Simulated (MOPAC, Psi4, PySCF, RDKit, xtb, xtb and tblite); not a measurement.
Two geometries of C6H8O2Si, SMILES CC(=O)[SiH2]c1ccco1, relaxed at GFN2-xTB with one dihedral held; other torsions can differ between them too.

Structure A

```
17

C      3.3150     0.2268     0.3823
C      1.8371     0.5101     0.4244
O      1.3784     1.4123     1.0867
Si     0.7149    -0.6700    -0.6109
C     -0.9742     0.1047    -0.7529
C     -1.5396     1.2386    -0.2292
C     -2.8696     1.2829    -0.6983
C     -3.0252     0.1745    -1.4751
O     -1.8952    -0.5416    -1.5160
H      3.6671     0.3577    -0.6386
H      3.8633     0.8903     1.0475
H      3.4880    -0.8096     0.6626
H      1.3382    -0.8570    -1.9268
H      0.6695    -1.9577     0.0935
H     -1.0489     1.9409     0.4127
H     -3.6068     2.0309    -0.4893
H     -3.8640    -0.1976    -2.0308
```

Structure B

```
17

C      3.1617     0.8353    -0.1831
C      1.8414     0.4956     0.4531
O      1.3879     1.1288     1.3784
Si     0.8718    -1.0255    -0.2377
C      1.2551    -1.1984    -2.0639
C      1.4641    -2.2856    -2.8712
C      1.6613    -1.7953    -4.1799
C      1.5559    -0.4407    -4.0844
O      1.3124    -0.0721    -2.8215
H      2.9755     1.1476    -1.2093
H      3.6652     1.6349     0.3561
H      3.7895    -0.0531    -0.2142
H      1.3614    -2.2294     0.4405
H     -0.5525    -0.8028     0.0069
H      1.4753    -3.3087    -2.5562
H      1.8548    -2.3651    -5.0656
H      1.6347     0.3367    -4.8191
```

Task: Which is lower in energy at the level PBE0-D3(BJ)/def2-SVP // GFN2-xTB (Psi4), and by how much?

Result: A is lower, by 0.45 kcal/mol (dihedral O3–C2–Si4–C5: 15° in A, 150° in B).

E(B) − E(A) in kcal/mol at the other levels, on the same two geometries: GFN2-xTB (xtb and tblite) 0.08; MMFF94 // GFN2-xTB (RDKit) -0.83; PBE0/def2-SVP // GFN2-xTB (Psi4) 0.67; PBE/def2-SVP // GFN2-xTB (Psi4) 0.81; PBE-D3(BJ)/def2-SVP // GFN2-xTB (Psi4) 0.59; UFF // GFN2-xTB (RDKit) -1.40; PM3, restricted, heats of formation // GFN2-xTB (MOPAC) 0.36; PM6, restricted, heats of formation // GFN2-xTB (MOPAC) -0.02; GFN1-xTB // GFN2-xTB (xtb) 0.95; restricted B3LYP/6-31G*, spherical d, density fitting // GFN2-xTB (PySCF) 0.71; restricted MP2 (frozen core)/6-31G*, spherical d // GFN2-xTB (PySCF) 0.10; restricted Hartree-Fock/6-31G*, spherical d, density fitting // GFN2-xTB (PySCF) 0.65; restricted BP86/6-31G*, spherical d, density fitting // GFN2-xTB (PySCF) 0.66.
